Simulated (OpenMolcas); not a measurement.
# Re³⁺: effect of the active space

| Item | Value |
| --- | --- |
| Program | OpenMolcas 26.06 |
| Method | CASSCF or its RAS form |
| Basis | ANO-RCC-VTZP |
| Scalar Hamiltonian | DKH2, point nucleus |
| Spin-orbit coupling | state interaction with AMFI integrals over the reference wave functions, term energies averaged over their components |

A. 4 electrons in 5 orbitals (5d); 2S+1 = 5 even, 5 roots; 2S+1 = 3 even, 45 roots; 2S+1 = 1 even, 50 roots; cost of the order of 40 core-seconds
B. 10 electrons in 8 orbitals (RAS1 5p, at most 2 holes; RAS2 5d); 2S+1 = 5 even, 5 roots; 2S+1 = 3 even, 45 roots; 2S+1 = 1 even, 50 roots; cost roughly 90 core-seconds
C. 4 electrons in 9 orbitals (RAS2 5d 6s; RAS3 6p, at most 2 electrons); 2S+1 = 5 even, 15 roots; 2S+1 = 3 even, 90 roots kept (CI in the orbitals of an earlier block); 2S+1 = 1 even, 90 roots kept (CI in the orbitals of an earlier block); 2S+1 = 5 odd, 51 roots (14 in the spin-orbit step); 2S+1 = 3 odd, 84 roots kept (CI in the orbitals of an earlier block, 5 in the spin-orbit step); 2S+1 = 1 odd, 89 roots kept (CI in the orbitals of an earlier block, 0 in the spin-orbit step); cost about 2.3 core-minutes
D. 4 electrons in 10 orbitals (5d 6d); 2S+1 = 5 even, 5 roots; 2S+1 = 3 even, 45 roots; 2S+1 = 1 even, 50 roots; cost of the order of 90 core-seconds

Energies in cm⁻¹ above 5d⁴ ⁵D₀, the measured ground level; measured values from the list in Brasseur, Gamrath and Quinet, At. Data Nucl. Data Tables 157, 101636 (2024).

```
            Level      A      B      C      D  Measured
   5d⁴ ⁵D₀ [73 %]    0.0    0.0    0.0    0.0       0.0
          5d⁴ ⁵D₁   2445   2815   2873   2493      3084
          5d⁴ ⁵D₂   5119   5697   5807   5184      5979
          5d⁴ ⁵D₃   7596   8257   8355   7685      8350
          5d⁴ ⁵D₄   9768  10411  10439   9893     10121
5d⁴ ³P₀(1) [62 %]  17809  16967  16522  17432          
   5d⁴ ³H₄ [57 %]  19225  20160  19796  18892     16946
          5d⁴ ³H₅  23190  24605  24046  22983     20930
   5d⁴ ³G₃ [55 %]  23246  23618  23160  22899          
       5d⁴ ³P₁(1)  23821  23135  21940  23541     19340
       5d⁴ ³F₂(1)  24338  24132  23213  24011     19851
          5d⁴ ³H₆  25143  26790  26164  24991     22896
5d⁴ ³P₂(1) [60 %]  29576  29180  27951  29336          
5d⁴ ³F₃(1) [57 %]  30745  31253  30501  30494     26476
          5d⁴ ³D₃  33210  33259  33266  32924     28526
          5d⁴ ³G₅  33254  34506  33925  33173     30052
          5d⁴ ¹I₆  35491  37571  36959  35320     32396
          5d⁴ ³D₁  36622  36634  36377  36294     31543
5d⁴ ¹G₄(1) [53 %]  40648  41353  41055  40468          
       5d⁴ ¹S₀(1)  42121  40924  41935  41838     36484
   5d⁴ ¹F₃ [54 %]  45914  45952  45003  45532          
       5d⁴ ³P₂(2)  50646  49448  48770  50114          
5d⁴ ³F₄(2) [65 %]  52212  51461  52110  51760          
5d⁴ ³F₂(2) [71 %]  54104  53637  53157  53395
```

Deviations, from unrounded energies. A percentage is the sum of absolute deviations over the sum of measured energies, with the sign that they share, or ± where signs differ.

```tsv
Against measurement	Levels	A	B	C	D
mean absolute deviation (cm-1)	15	3000	3200	2900	2800
fine structure of the ground term (%)	4	-9.5	±3.4	±2.6	-8.3
other terms of the ground configuration (%)	11	+14.6	+16.7	+15.0	+13.7
```

C, D lie about equally close to measurement and B furthest from it. The largest miss of D in the table is 5d⁴ ¹S₀(1), by +5400 cm-1. The ranking rests on the paired levels alone, and a cruder setting can come out closer through cancelling errors.

Among A to D the level of the table that moves most is 5d⁴ ¹I₆, by 2300 cm-1 (lowest in D, highest in B).

Without dynamic correlation excited terms often stand tens of per cent too high (terms of higher spin than the ground term too low), and those without a measured partner can miss by more than the paired ones. Some levels mix across a computed gap that differs much from the measured one, so their mixing is not that of the real levels (holds for A; B; D). Active for correlation alone: 5p; no level in the range computed is led by a configuration that opens it, so any true level of that kind is missing (holds for B). Some high roots are left out of the spin-orbit mixing, which shifts the levels that they would mix with (holds for C). Terms from blocks run as CI alone lack orbitals of their own (holds for C). Active for correlation alone: 6d; no level in the range computed is led by a configuration that fills it, so any true level of that kind is missing (holds for D). Measured partners are found by configuration, term and J. A level has none where our copy of the source lacks it or the pairing is in doubt (some pairs that miss far off the trend of their configuration count as doubtful), and it then counts in no deviation. Levels of configurations outside the active space are missing. Levels that lie high or do not pair safely by name in every column are left out.

A share in square brackets marks a mixed level and gives the weight of the term that names it, the lowest over the columns. A number in round brackets counts repeated terms of one configuration in the order of the reference energies.
